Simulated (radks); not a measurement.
Task: These are the eigenvalues of the occupied orbitals of an atom or ion with whole-number occupations (eV). All-electron calculation, non-relativistic Kohn-Sham, exchange-only B88, spin-polarised, spherical densities, point nucleus. Program: a radial shooting solver on a logarithmic mesh with Libxc functionals.

1s up: -11592.54
1s down: -11592.44
2s up: -1496.245
2s down: -1496.201
2p up: -1343.580
2p down: -1343.525
3s up: -232.3377
3s down: -232.1834
3p up: -180.7673
3p down: -180.5822
3d up: -90.1407
3d down: -89.8187
4s up: -56.3820

Which element is it, and in what charge state? The configuration may be excited. Open shells, if any, are filled with parallel spins first.

Result: Z = 33, arsenic, charge +4: As4+ in [Ar] 3d10 4s1. The list shows which subshells hold electrons but not how many an open one holds; the 1s level, -426.02 hartree, gives Z - s = 29.2 by -(Z - s)^2/2, which with screening narrows Z to a few neighbours, and the depths of the outer levels then fix element, charge and occupations together.
